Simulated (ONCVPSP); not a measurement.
## hafnium, ONCV: configuration errors across variants

```
Element                 : hafnium (Hf)
Generator               : ONCVPSP 4.0.1
Type                    : optimised norm-conserving Vanderbilt (ONCV)
Functional              : PBE
Relativity              : scalar-relativistic
Frozen core             : [Kr] 4d10 4f14 5s2
Valence charge          : 10
Reference configuration : 5p6 5d2 6s2
Partial waves           : 6s: rc 2.95 bohr, ncon 4, nbas 8, qcut 2.2 1/bohr, 2 projectors, debl 2.6 Ha; 5p: rc 1.45 bohr, ncon 3, nbas 7, qcut 5.7 1/bohr, 1 projector; 5d: rc 2.25 bohr, ncon 4, nbas 8, qcut 4 1/bohr, 1 projector
Local potential         : polynomial inside 1.40 bohr (lpopt 5, dvloc0 -1 Ha)
Core correction         : Teter function, parameters optimised by the program
```

All-electron excitation energies from the reference (eV): (1) 5p6 5d2 6s1 7.977; (2) 5p6 5d2 6s0 22.157; (3) 5p6 5d2 6s0 6p1 12.656.

A true bound ghost makes a file unfit for plane-wave use even where its test errors are small: the radial tests pick states by their node count and pass the ghost by.

Errors AE − PS in meV (a dash: test not solved or not reliable):

```tsv
change	(1)	(2)	(3)	bound ghosts	GHOST(+) flags above zero
base	-6.0	-23	+44	s	s
s: qcut 1.8	-4.5	-18	+47	s	s
s: nbas 9	-5.8	-24	+43	s	s
s: debl 1.75	-6.1	-23	+44	s	s
p: nproj 2	-6.0	-23	-27	s	s
```

Question: Give the same row for: local potential polynomial inside 1.25 bohr (lpopt 5, dvloc0 -1 Ha).

Answer: -5.8, -23, +56; bound ghosts: s; GHOST(+) flags above zero: s.
